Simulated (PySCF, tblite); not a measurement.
C6H14PS (charge +1).
Numbering: `[CH3:1][CH2:2][PH+:3]1[CH2:4][CH2:5][S:6][CH2:7][CH2:8]1` (hydrogens: H9, H10, H11 on C1; H12, H13 on C2; H14 on P3; H15, H16 on C4; H17, H18 on C5; H19, H20 on C7; H21, H22 on C8)

The geometry is computed with GFN2-xTB (gas phase).

Task: List the bond lengths, angles and torsions at this level.

Result: 
```json
{"bond": "C1–C2", "length (Å)": "1.528", "order": "single"}
{"bond": "C2–P3", "length (Å)": "1.814", "order": "single"}
{"bond": "P3–C4, P3–C8", "length (Å)": "1.816", "order": "single"}
{"bond": "C4–C5, C7–C8", "length (Å)": "1.528", "order": "single"}
{"bond": "C5–S6, S6–C7", "length (Å)": "1.824", "order": "single"}
{"bond": "C1–H9, C1–H10, C1–H11", "length (Å)": "1.087", "order": "single"}
{"bond": "C2–H12, C2–H13", "length (Å)": "1.095", "order": "single"}
{"bond": "P3–H14", "length (Å)": "1.383", "order": "single"}
{"bond": "C4–H15, C8–H22", "length (Å)": "1.095", "order": "single"}
{"bond": "C4–H16, C8–H21", "length (Å)": "1.096", "order": "single"}
{"bond": "C5–H17, C7–H19", "length (Å)": "1.091", "order": "single"}
{"bond": "C5–H18, C7–H20", "length (Å)": "1.089", "order": "single"}
```

Bonds in one row agree within 0.01 Å and their mean is given. Orders are formal, as drawn. A selection of angles:
```json
{"angle": "C2–C1–H9", "degrees": "111.5"}
{"angle": "C2–C1–H11", "degrees": "109.5"}
{"angle": "H9–C1–H10", "degrees": "108.8"}
{"angle": "H9–C1–H11", "degrees": "107.8"}
{"angle": "C1–C2–P3", "degrees": "111.6"}
{"angle": "C1–C2–H12", "degrees": "110.8"}
{"angle": "P3–C2–H12", "degrees": "107.6"}
{"angle": "H12–C2–H13", "degrees": "107.9"}
{"angle": "C2–P3–C4", "degrees": "112.9"}
{"angle": "C2–P3–C8", "degrees": "112.1"}
{"angle": "C2–P3–H14", "degrees": "108.6"}
{"angle": "C4–P3–C8", "degrees": "109.5"}
{"angle": "C4–P3–H14", "degrees": "106.4"}
{"angle": "C8–P3–H14", "degrees": "107.1"}
{"angle": "P3–C4–C5", "degrees": "110.6"}
{"angle": "P3–C4–H15", "degrees": "108.9"}
{"angle": "P3–C4–H16", "degrees": "108.2"}
{"angle": "C5–C4–H15", "degrees": "110.6"}
{"angle": "C5–C4–H16", "degrees": "110.0"}
{"angle": "H15–C4–H16", "degrees": "108.5"}
{"angle": "C4–C5–S6", "degrees": "111.8"}
{"angle": "C4–C5–H17", "degrees": "111.9"}
{"angle": "C4–C5–H18", "degrees": "110.1"}
{"angle": "S6–C5–H17", "degrees": "108.7"}
{"angle": "S6–C5–H18", "degrees": "105.4"}
{"angle": "H17–C5–H18", "degrees": "108.7"}
{"angle": "C5–S6–C7", "degrees": "98.2"}
{"angle": "H21–C8–H22", "degrees": "108.3"}
```

Torsions: C1–C2–P3–C4 -61° (synclinal); C2–P3–C4–C5 -174° (antiperiplanar); P3–C4–C5–S6 64° (synclinal); C4–C5–S6–C7 -70° (synclinal); C5–S6–C7–C8 70° (synclinal); S6–C7–C8–P3 -64° (synclinal); C2–P3–C8–C7 175° (antiperiplanar). The mirror-image conformer, all signs reversed, is as good.

The 6-membered ring P3–C4–C5–S6–C7–C8 has internal angles of 98.2° to 111.8°; it is puckered, 0.30 Å rms from its mean plane, widest ring torsion 70°. All 3 C–P bonds measure 1.814 to 1.816 Å. All 3 C–C bonds measure 1.528 Å. Of the pairs four or more bonds apart, H17···H19 is among the closest relative to their van der Waals radii: 2.49 Å, 104 % of the sum of Bondi's values. P3 (phosphonium phosphorus) is tetrahedral (angles from 106.4° to 112.9°).

Point group: C1 (no symmetry element, even within 0.4 Å). Its GFN2-xTB frequencies are all real (lowest 51 cm⁻¹).
